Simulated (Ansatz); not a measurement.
Steps of a relaxation of CH$_{5}$AlBrGa, SMILES `[CH3][Al]([GaH2])[Br]` with RKS PBE0-D4/def2-TZVP.

```sh
$ ansatz run in.yaml --threads 2 --pin off --events-out ev --progress --plain --max-ram 22528MiB --backend cuda --devices 0, --max-vram 18GiB
```

```yaml
crystal:
  periodic: [false, false, false]
  atoms:
    - {symbol: C, position_ang: [-0.403260, 1.728860, -0.859650]}
    - {symbol: Al, position_ang: [-0.117200, -0.163190, -0.348140]}
    - {symbol: Ga, position_ang: [0.644960, -1.552850, 1.586800]}
    - {symbol: Br, position_ang: [-0.549740, -1.874690, -1.796730]}
    - {symbol: H, position_ang: [-1.451680, 1.930750, -1.117040]}
    - {symbol: H, position_ang: [-0.126520, 2.440260, -0.072000]}
    - {symbol: H, position_ang: [0.179830, 1.995840, -1.751650]}
    - {symbol: H, position_ang: [0.876790, -3.125690, 1.178770]}
    - {symbol: H, position_ang: [0.946820, -1.379290, 3.179650]}
basis:
  gaussian: {orbitals: def2-TZVP}
hamiltonian: {xc: pbe0, dispersion: d4}
relax: {f_tol: 0.005, max_steps: 150}
```

Positions (Å) and forces (eV/Å) along the path, 15 of 33 steps:

```xyz
9
step=1 energy=-130122.5579 eV
C    -0.403    1.729   -0.860    0.030   -0.097   -0.029
Al   -0.117   -0.163   -0.348   -0.084    0.388   -0.107
Ga    0.645   -1.553    1.587    0.400   -0.881    0.800
Br   -0.550   -1.875   -1.797   -0.129    0.198   -0.262
H    -1.452    1.931   -1.117    0.072   -0.156    0.044
H    -0.127    2.440   -0.072    0.009   -0.198    0.000
H     0.180    1.996   -1.752   -0.023   -0.137    0.084
H     0.877   -3.126    1.179   -0.086    0.679    0.071
H     0.947   -1.379    3.180   -0.189    0.205   -0.601
9
step=3 energy=-130122.7322 eV
C    -0.383    1.661   -0.826    0.054    0.032    0.140
Al   -0.129   -0.209   -0.349   -0.027   -0.162   -0.111
Ga    0.678   -1.591    1.630   -0.047    0.037   -0.130
Br   -0.683   -1.686   -2.019   -0.008    0.096    0.044
H    -1.431    1.845   -1.084    0.008   -0.011   -0.004
H    -0.106    2.341   -0.015   -0.015    0.011   -0.041
H     0.213    1.914   -1.708   -0.008   -0.014    0.005
H     0.953   -3.092    1.238    0.056   -0.046    0.066
H     0.889   -1.182    3.133   -0.012    0.058    0.029
9
step=7 energy=-130122.7768 eV
C    -0.342    1.603   -0.761   -0.018   -0.021   -0.079
Al   -0.180   -0.318   -0.472   -0.009    0.035    0.065
Ga    0.663   -1.596    1.550    0.083   -0.017    0.028
Br   -0.894   -1.619   -2.201   -0.025   -0.014   -0.035
H    -1.380    1.851   -1.012    0.023   -0.003    0.025
H    -0.041    2.206    0.098    0.007   -0.023    0.006
H     0.262    1.904   -1.624    0.005    0.007    0.025
H     1.203   -3.078    1.425   -0.029    0.076    0.010
H     0.709   -0.953    2.997   -0.038   -0.040   -0.046
9
step=9 energy=-130122.7852 eV
C    -0.314    1.582   -0.761   -0.029    0.038   -0.035
Al   -0.205   -0.346   -0.503    0.004    0.052    0.055
Ga    0.673   -1.584    1.524    0.076   -0.101    0.130
Br   -1.037   -1.609   -2.205   -0.021   -0.031   -0.019
H    -1.348    1.876   -0.983    0.059   -0.029    0.029
H     0.021    2.144    0.116   -0.010   -0.021   -0.039
H     0.288    1.896   -1.621    0.002   -0.012    0.027
H     1.402   -2.996    1.449   -0.076    0.184   -0.006
H     0.519   -0.963    2.983   -0.006   -0.081   -0.142
9
step=10 energy=-130122.7895 eV
C    -0.292    1.587   -0.775   -0.033    0.054    0.027
Al   -0.223   -0.338   -0.490    0.006   -0.017   -0.014
Ga    0.678   -1.581    1.519    0.090   -0.162    0.251
Br   -1.133   -1.633   -2.137   -0.001    0.022    0.033
H    -1.322    1.904   -0.981    0.065   -0.025    0.012
H     0.069    2.143    0.096   -0.019   -0.021   -0.060
H     0.308    1.884   -1.642   -0.002   -0.017    0.007
H     1.568   -2.911    1.410   -0.185    0.329    0.045
H     0.347   -1.053    3.001    0.079   -0.165   -0.301
9
step=11 energy=-130122.8015 eV
C    -0.284    1.592   -0.789    0.002    0.041    0.024
Al   -0.231   -0.330   -0.477   -0.025    0.014    0.007
Ga    0.661   -1.580    1.529    0.125   -0.138    0.224
Br   -1.165   -1.620   -2.114    0.001    0.002    0.030
H    -1.313    1.914   -0.988    0.049   -0.026    0.012
H     0.092    2.160    0.068   -0.017   -0.019   -0.052
H     0.308    1.866   -1.668   -0.007   -0.016    0.015
H     1.628   -2.844    1.408   -0.140    0.210   -0.009
H     0.305   -1.157    3.030    0.011   -0.067   -0.250
9
step=16 energy=-130122.8378 eV
C    -0.228    1.603   -0.827   -0.005    0.057   -0.021
Al   -0.279   -0.293   -0.400    0.002   -0.035    0.004
Ga    0.662   -1.585    1.538    0.032   -0.031    0.032
Br   -1.407   -1.615   -1.886    0.000    0.006    0.010
H    -1.240    1.968   -1.034    0.010    0.000    0.004
H     0.198    2.210   -0.024   -0.002   -0.009   -0.001
H     0.362    1.780   -1.732   -0.004   -0.018    0.007
H     1.976   -2.458    1.411   -0.058    0.047    0.015
H    -0.045   -1.609    2.953    0.025   -0.016   -0.049
9
step=21 energy=-130122.8418 eV
C    -0.210    1.606   -0.843    0.008   -0.012    0.006
Al   -0.304   -0.281   -0.373   -0.010    0.011   -0.007
Ga    0.654   -1.586    1.545    0.007   -0.002    0.016
Br   -1.489   -1.602   -1.815    0.001   -0.001    0.000
H    -1.212    2.008   -1.021    0.000   -0.001    0.000
H     0.274    2.213   -0.073   -0.002    0.001   -0.003
H     0.353    1.730   -1.775   -0.003    0.002    0.001
H     2.077   -2.264    1.468   -0.007    0.000    0.001
H    -0.143   -1.824    2.887    0.005    0.001   -0.014
9
step=22 energy=-130122.8418 eV
C    -0.209    1.606   -0.843    0.004   -0.007    0.001
Al   -0.305   -0.281   -0.373    0.000    0.008   -0.003
Ga    0.656   -1.584    1.545   -0.001   -0.014    0.003
Br   -1.488   -1.602   -1.815    0.002    0.002    0.003
H    -1.212    2.008   -1.018   -0.001    0.001    0.000
H     0.277    2.213   -0.075   -0.002   -0.001   -0.001
H     0.349    1.730   -1.776   -0.002    0.001   -0.001
H     2.078   -2.265    1.471   -0.006    0.006    0.002
H    -0.145   -1.825    2.883    0.005    0.004   -0.005
9
step=23 energy=-130122.8418 eV
C    -0.209    1.606   -0.843   -0.001    0.002   -0.001
Al   -0.303   -0.281   -0.374    0.000   -0.001    0.000
Ga    0.654   -1.585    1.545    0.000    0.001    0.000
Br   -1.484   -1.603   -1.817    0.000    0.000    0.000
H    -1.213    2.009   -1.011    0.001   -0.001    0.001
H     0.281    2.212   -0.077    0.001    0.000    0.000
H     0.344    1.731   -1.779    0.000    0.000    0.000
H     2.076   -2.265    1.472    0.000    0.000    0.000
H    -0.146   -1.823    2.884    0.000    0.000    0.000
9
step=24 energy=-130122.8419 eV
C    -0.209    1.606   -0.843   -0.002    0.006   -0.003
Al   -0.302   -0.281   -0.374    0.000   -0.005    0.001
Ga    0.654   -1.586    1.546   -0.001    0.004   -0.002
Br   -1.482   -1.603   -1.819    0.000    0.000   -0.001
H    -1.213    2.009   -1.005    0.002   -0.002    0.001
H     0.286    2.211   -0.079    0.001    0.000    0.000
H     0.338    1.731   -1.783    0.000   -0.001    0.001
H     2.076   -2.264    1.474    0.002   -0.002    0.000
H    -0.148   -1.823    2.883   -0.002   -0.001    0.002
9
step=27 energy=-130122.8419 eV
C    -0.208    1.606   -0.842   -0.001    0.010   -0.011
Al   -0.296   -0.283   -0.379    0.002    0.001    0.001
Ga    0.650   -1.584    1.548    0.000   -0.001    0.002
Br   -1.461   -1.607   -1.833    0.000    0.001    0.000
H    -1.217    2.016   -0.960    0.015   -0.005    0.002
H     0.322    2.204   -0.097   -0.007   -0.007   -0.009
H     0.299    1.733   -1.805   -0.009   -0.001    0.016
H     2.074   -2.261    1.487   -0.001    0.001    0.000
H    -0.161   -1.823    2.881    0.001    0.000   -0.001
9
step=29 energy=-130122.8419 eV
C    -0.209    1.606   -0.843    0.002    0.008   -0.005
Al   -0.294   -0.283   -0.379   -0.001    0.003   -0.004
Ga    0.650   -1.585    1.549    0.001    0.000    0.002
Br   -1.457   -1.606   -1.836    0.000   -0.002    0.000
H    -1.218    2.016   -0.952    0.011   -0.005    0.002
H     0.327    2.204   -0.101   -0.004   -0.003   -0.006
H     0.291    1.733   -1.809   -0.007   -0.002    0.012
H     2.073   -2.263    1.490   -0.001    0.001   -0.001
H    -0.163   -1.821    2.881    0.000    0.000   -0.001
9
step=30 energy=-130122.8419 eV
C    -0.208    1.606   -0.843    0.000    0.005   -0.004
Al   -0.293   -0.283   -0.380    0.003    0.000    0.000
Ga    0.649   -1.584    1.549   -0.003   -0.003   -0.002
Br   -1.454   -1.608   -1.836    0.000    0.000    0.000
H    -1.218    2.017   -0.947    0.004   -0.002    0.001
H     0.330    2.203   -0.103   -0.002   -0.002   -0.002
H     0.287    1.734   -1.811   -0.003   -0.001    0.005
H     2.072   -2.263    1.491    0.001    0.002    0.000
H    -0.165   -1.822    2.880    0.000    0.000    0.002
9
step=33 energy=-130122.8419 eV
C    -0.208    1.606   -0.843    0.001    0.001    0.000
Al   -0.290   -0.283   -0.381   -0.001    0.000   -0.001
Ga    0.647   -1.584    1.550    0.000    0.000    0.000
Br   -1.444   -1.610   -1.842    0.000    0.000    0.000
H    -1.219    2.018   -0.927    0.001   -0.001    0.000
H     0.345    2.201   -0.112   -0.001    0.000   -0.001
H     0.269    1.735   -1.820   -0.001    0.000    0.001
H     2.070   -2.263    1.496    0.000    0.000    0.000
H    -0.170   -1.820    2.880    0.000    0.000    0.000
```

It took 54 s on 2 threads of an AMD EPYC 7R13 on a shared host and a share of an NVIDIA H100 80 GB, with 0.93 GiB of host memory at the peak.
